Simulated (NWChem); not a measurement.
System: AlI₂F; SMILES [F][Al]([I])[I]

All runs: NWChem. All runs use the structure optimised with PBE-D3(BJ)/def2-SVP (def2 core potentials past Kr).

Problem. Predict the results for PBE0/STO-3G (all-electron, non-relativistic). Quantities: highest occupied level (eV); orbital gap (eV); dipole (D).

Solution. 
```json
{
 "highest occupied level (eV)": "-5.18",
 "orbital gap (eV)": "7.33",
 "dipole (D)": "1.91"
}
```
